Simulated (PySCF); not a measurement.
# Dipole moment and polarisability of 1-chloroheptafluoropropane

Compound: 1-chloroheptafluoropropane, C3ClF7.
Atom-mapped SMILES: `[F:1][C:2]([F:3])([F:4])[C:5]([F:6])([F:7])[C:8]([F:9])([F:10])[Cl:11]`

Structure used (PBE0-D3(BJ)/def2-SVP), in Å, numbered top down from 1:
```
atom  x, y, z in Å
F1     2.102    0.169    1.209
C2     1.329    0.243    0.137
F3     1.366    1.479   -0.335
F4     1.791   -0.588   -0.784
C5    -0.115   -0.141    0.542
F6    -0.510    0.716    1.486
F7    -0.078   -1.378    1.042
C8    -1.144   -0.110   -0.615
F9    -1.187    1.112   -1.134
F10   -0.768   -0.962   -1.561
Cl11  -2.736   -0.557   -0.008
```

Level: B3LYP/def2-SVPD (PySCF), static field, nuclei fixed, core orbitals frozen in the response. The polarisability tensor in these axes (au):

```
x   66.17  2.98 -0.74
y    2.98 52.96 -0.28
z   -0.74 -0.28 52.96
```

Q: What are the eigenvalues, a third of the trace, and Δα (Δα² = ½Σ(αi − αj)² over the three pairs)?

A: Principal values 52.30, 52.94 and 66.86 au; mean 57.37 au = 8.50 Å³ = 9.46 × 10⁻⁴⁰ C²·m²/J; Δα = 14.25 au (25 % of the mean).

Q: What is the dipole moment, and where does it point?

A: (-0.42, -0.08, -0.03) D, 0.43 D in size, pointing from the negative to the positive side. Measured along this direction, the outermost atoms are F1 at the negative end and Cl11 at the positive end.

Q: Traceless (Buckingham) quadrupole moment about the centre of nuclear charge: eigenvalues?

A: -1.59, -1.38, 2.97 D·Å. The values depend on the origin, since the dipole doesn't vanish. The electronic extent ⟨r²⟩ about the same centre is 1588 bohr², a root-mean-square distance of 2.13 Å for the 98 electrons.

Q: In a dilute gas of rigid molecules at 250 K, how does the orientational term μ²/3kT compare with the electronic polarisability?

A: In Gaussian units μ²/3kT = 1.76 Å³ against 8.50 Å³, a ratio of 0.21; the Debye molar polarisation (4π/3)N_A(α + μ²/3kT) is 25.9 cm³/mol, leaving out the vibrational part.

Q: What depolarisation ratio follows for Rayleigh scattering of linearly polarised light, taking the static tensor?

A: ρ = 3Δα²/(45ᾱ² + 4Δα²) = 608.8/(148084 + 811.8) = 0.00409.

Geometry: PBE0-D3(BJ)/def2-SVP, one conformer, isolated molecule.
